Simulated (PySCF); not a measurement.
Input file for PySCF: R-MP2/6-31G* on fluoroethane (SMILES CCF), a point of a torsion scan.

```python
from pyscf import gto, scf, dft, mp
from pyscf.data.elements import chemcore

mol = gto.M(
    atom='''
    C     0.77768357    0.07562147    0.04406537
    C    -0.71845184   -0.16934554   -0.05175793
    F    -1.31141747    0.01151846    1.17633753
    H     1.15423537   -0.35022493    0.97098036
    H     1.28549819   -0.37923908   -0.80021377
    H     0.99255750    1.14171610    0.05583572
    H    -0.93601394   -1.20373851   -0.33983837
    H    -1.21017771    0.51983235   -0.74479537
    ''',
    basis='6-31g*',
    cart=True,
    charge=0, spin=0, verbose=3, max_memory=1800)
mf = scf.RHF(mol)
mf.conv_tol = 1e-8
mf.max_cycle = 100
mf.kernel()
if not mf.converged:
    mf = mf.newton().run(mf.mo_coeff, mf.mo_occ)
pt = mp.MP2(mf, frozen=chemcore(mol)).run()
```

The log:

```
converged SCF energy = -178.075430670056
E(RMP2) = -178.506480909192  E_corr = -0.431050239135121
E(SCS-RMP2) = -178.500483377096  E_corr = -0.425052707039548
```

Self-consistency was reached.

Cost: about 0.29 core-seconds (a rough figure).
